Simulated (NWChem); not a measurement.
System meant: InHOBr2; SMILES [OH][In]([Br])[Br]

Here is an NWChem input.

```
start job
memory heap 200 mb stack 900 mb global 1100 mb
geometry units angstroms noautoz
  In     0.503716     0.010363     0.000000
  Br    -0.718202    -2.164123     0.000000
  Br    -0.718330     2.167306     0.000000
  O      2.513743     0.053123     0.000000
  H      2.843595    -0.868628     0.000000
end
basis spherical
  In library def2-svp
  Br library def2-svp
  O library def2-svp
  H library def2-svp
end
ecp
  In library def2-ecp
end
dft
  xc b3lyp
  iterations 4
  mulliken
end
task dft energy
```

End of the output:

```
    Atom       Charge   Shell Charges
 -----------   ------   -------------------------------------------------------
    1 In  21    20.79   1.38  0.54  0.66  0.36  3.03  2.84  0.97  0.54  9.41  1.06
    2 Br  35    35.03   2.00  2.00  1.96  1.14  0.72  5.99  5.81  2.43  2.95  7.84  2.04  0.15
    3 Br  35    35.01   2.00  2.00  1.96  1.14  0.72  5.99  5.81  2.43  2.94  7.84  2.04  0.15
    4 O    8     8.25   1.97  0.92  0.64  2.64  2.06  0.01
    5 H    1     0.91   0.55  0.18  0.18

 center of mass
 --------------
 x =  -0.05069812 y =   0.00659195 z =   0.00000000

 moments of inertia (a.u.)
 ------------------
        2680.009567578318          -0.000000000000           0.000000000000
          -0.000000000000         786.260572378010           0.000000000000
           0.000000000000           0.000000000000        3466.270139956328

     Multipole analysis of the density
     ---------------------------------

     L   x y z        total         alpha         beta         nuclear
     -   - - -        -----         -----         ----         -------
     0   0 0 0     -0.000000    -50.000000    -50.000000    100.000000

     1   1 0 0      0.248515     13.996879     13.996879    -27.745243
     1   0 1 0     -0.481885     -0.000212     -0.000212     -0.481460
     1   0 0 1      0.000000      0.000000      0.000000      0.000000

     2   2 0 0    -50.368046   -202.720590   -202.720590    355.073134
     2   1 1 0     -3.563536      0.738007      0.738007     -5.039549
     2   1 0 1      0.000000      0.000000      0.000000      0.000000
     2   0 2 0    -50.283364   -612.763541   -612.763541   1175.243717
     2   0 1 1      0.000000      0.000000      0.000000      0.000000
     2   0 0 2    -46.632510    -23.316255    -23.316255      0.000000

 ------------------------------------------------------------------------
 dft energy failed                                                                                  0
 ------------------------------------------------------------------------
 ------------------------------------------------------------------------
  current input line :
    24: task dft energy
 ------------------------------------------------------------------------
 ------------------------------------------------------------------------
 This type of error is most commonly associated with calculations not reaching convergence criteria
 ------------------------------------------------------------------------
 For more information see the NWChem manual at https://nwchemgit.github.io

0:dft energy failed:Received an Error in Communication
```

What is wrong, and how is it mended?

The run did not converge; its last values are not results. Cause: the SCF was allowed too few iterations. This input runs:
```
start job
memory heap 200 mb stack 900 mb global 1100 mb
geometry units angstroms noautoz
  In     0.503716     0.010363     0.000000
  Br    -0.718202    -2.164123     0.000000
  Br    -0.718330     2.167306     0.000000
  O      2.513743     0.053123     0.000000
  H      2.843595    -0.868628     0.000000
end
basis spherical
  In library def2-svp
  Br library def2-svp
  O library def2-svp
  H library def2-svp
end
ecp
  In library def2-ecp
end
dft
  xc b3lyp
  iterations 150
  mulliken
end
task dft energy
```
It converges to -5413.82093 Ha (B3LYP/def2-SVP with def2 effective core potentials on In).
